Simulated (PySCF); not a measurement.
Molecule: C2H8AlO, charge 1, multiplicity 1. It need not be the lowest isomer of its formula. 
Geometry from a B3LYP-D3(BJ)/def2-TZVP (Ansatz) optimisation:
```
Al
O 1 1.9133
H 2 0.9702 1 125.14
H 2 0.9702 3 109.71 1 -180.00
C 1 1.9193 2 106.03 3 -180.00
H 5 1.0917 1 110.73 2 180.00
H 5 1.0936 6 107.52 1 -122.21
H 5 1.0936 6 107.52 7 -115.58
C 1 1.9193 2 106.03 3 0.00
H 9 1.0917 1 110.73 2 -180.00
H 9 1.0936 10 107.52 1 122.21
H 9 1.0936 10 107.52 11 115.58
```
Charge +1, spin multiplicity 1.

Dispersion corrections to the total energy (kcal/mol) from the dftd3 and dftd4 libraries through PySCF: D3(BJ) without and D4 with the three-body term, each with the damping fitted for the functional named.

```json
[
 {"functional": "TPSS", "D3(BJ)": "-5.50", "D4": "___"},
 {"functional": "B2PLYP", "D3(BJ)": "-3.66", "D4": "-2.46"},
 {"functional": "B3LYP", "D3(BJ)": "-7.67", "D4": "-5.67"},
 {"functional": "LC-wPBE", "D3(BJ)": "-4.20", "D4": "-3.94"},
 {"functional": "revPBE", "D3(BJ)": "-10.75", "D4": "___"},
 {"functional": "B2GP-PLYP", "D3(BJ)": "-3.24", "D4": "___"},
 {"functional": "BHLYP", "D3(BJ)": "-6.19", "D4": "-4.38"}
]
```

Problem. What belongs in the gaps?

Solution. 
- TPSS, D4: -4.74
- revPBE, D4: -10.62
- B2GP-PLYP, D4: -1.50
